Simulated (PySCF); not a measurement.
Al(H)2(SiH3) (AlH₅Si), SMILES [AlH2][SiH3]. Atoms are numbered in the order given.

```xyz
7

Al     0.0290    -0.6181    -1.1500
H     -1.2970    -0.7318    -2.0181
H      1.3752    -1.2400    -1.7202
Si    -0.0230     0.5395     1.0160
H     -0.0462     2.0166     0.7971
H      1.1597     0.2384     1.8707
H     -1.2469     0.1979     1.7965
```
Charge 0, spin multiplicity 1.

Geometry optimised at PBE0-D3(BJ)/def2-TZVP.

All values below come from KT2/pcSseg-2 (PySCF).

GIAO shieldings, no solvent; atoms alike by connectivity are averaged. δ = σ(ref) − σ: ¹H against TMS (σ = 31.47 ppm); ²⁹Si against TMS (σ = 351.7 ppm), references at their B3LYP-D3(BJ)/def2-TZVP geometries, non-relativistic.

```json
[
 {"nucleus": "¹H", "atoms": "H2, H3", "count": "2", "δ (ppm)": "6.62"},
 {"nucleus": "¹H", "atoms": "H5, H6, H7", "count": "3", "δ (ppm)": "3.50"},
 {"nucleus": "²⁹Si", "atoms": "Si4", "count": "1", "δ (ppm)": "-132.4"}
]
```
